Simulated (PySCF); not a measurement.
W(O)2(F)(NH2) (FH₂NO₂W), SMILES [NH2][W](=[O])(=[O])[F], multiplicity 1.

Geometry optimised at PBE0-D3(BJ)/def2-SVP. The multiplicity is an assumed one; no other spin state was optimised. The structure was generated by enumeration; whether it is a known compound was not checked. The def2 effective core potentials stand for the cores of W; spin–orbit coupling is left out. One conformer was computed; it need not be the lowest.

Method: TDA-PBE/def2-SVPD run with PySCF 2.14.0.

Vertical excitations.  State labels are in the subgroup Cs.

Computed lowest excited states:
| state | symmetry | energy (eV) | λ (nm) | f | main pairs |
|---|---|---|---|---|---|
| S1 | A" | 4.98 | 249 | 0.000 | HOMO−1→LUMO 89 % |
| S2 | A' | 5.01 | 248 | 0.001 | HOMO→LUMO 99 % |
| S3 | A" | 5.30 | 234 | 0.008 | HOMO→LUMO+1 82 % |
| S4 | A' | 5.80 | 214 | 0.064 | HOMO−1→LUMO+1 71 % |
| S5 | A' | 6.16 | 201 | 0.001 | HOMO−2→LUMO+1 83 % |
| S6 | A" | 6.18 | 201 | 0.002 | HOMO−2→LUMO 65 %, HOMO−3→LUMO 13 %, HOMO→LUMO+2 10 % |
| S7 | A" | 6.29 | 197 | 0.000 | HOMO→LUMO+2 85 % |
| S8 | A" | 6.36 | 195 | 0.009 | HOMO→LUMO+3 87 % |
| S9 | A' | 6.45 | 192 | 0.041 | HOMO−1→LUMO+3 71 %, HOMO−1→LUMO+2 14 % |
| S10 | A' | 6.56 | 189 | 0.003 | HOMO−1→LUMO+2 53 %, HOMO−1→LUMO+3 27 %, HOMO−4→LUMO 8 % |
| T1 | A' | 4.62 | 269 | 0 | HOMO→LUMO 86 %, HOMO−1→LUMO+1 13 % |
| T2 | A" | 4.71 | 263 | 0 | HOMO−1→LUMO 87 % |
| T3 | A' | 4.73 | 262 | 0 | HOMO−1→LUMO+1 85 % |
| T4 | A" | 4.86 | 255 | 0 | HOMO→LUMO+1 88 % |
Triplets are in the Tamm–Dancoff approximation.
